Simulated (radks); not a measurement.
Zr V, 36 electrons, occupied as [Kr] (the NIST ground configuration).

All-electron calculation, scalar-relativistic Kohn-Sham, LDA (Slater exchange, Perdew-Wang correlation), spin-polarised, spherical densities, finite nucleus; Fermi nuclear charge, rms radius 4.2694 fm. Program: a radial shooting solver on a logarithmic mesh with Libxc functionals.

Energy parts (eV):
part                       energy
total                  -97735.075
kinetic                100464.581
electron-nucleus      -233904.352
Hartree                 38662.578
exchange-correlation    -2957.881

Orbitals (lengths in bohr, moments of r in powers of bohr; <r^-3> diverges for s and p1/2):
| orbital | occ. | eigenvalue (eV) | <r> | <r^-3> | <r^4> | <1/r> |
|---|---|---|---|---|---|---|
| 1s | 2 | -17841.69 | 0.03711 | - | 8.906e-06 | 41.20 |
| 2s | 2 | -2510.136 | 0.1628 | - | 0.001681 | 9.237 |
| 2p | 6 | -2244.918 | 0.1418 | 2151 | 0.001205 | 9.008 |
| 3s | 2 | -446.5773 | 0.4592 | - | 0.09116 | 3.136 |
| 3p | 6 | -360.1819 | 0.4625 | 346.6 | 0.1024 | 2.980 |
| 3d | 10 | -217.9310 | 0.4523 | 45.16 | 0.1211 | 2.742 |
| 4s | 2 | -95.6719 | 1.188 | - | 3.802 | 1.142 |
| 4p | 6 | -72.9330 | 1.314 | 49.71 | 5.939 | 1.017 |

The highest occupied level is 4p at -72.933 eV. The density falls to 0.001 e/bohr^3 at r = 2.89 bohr.
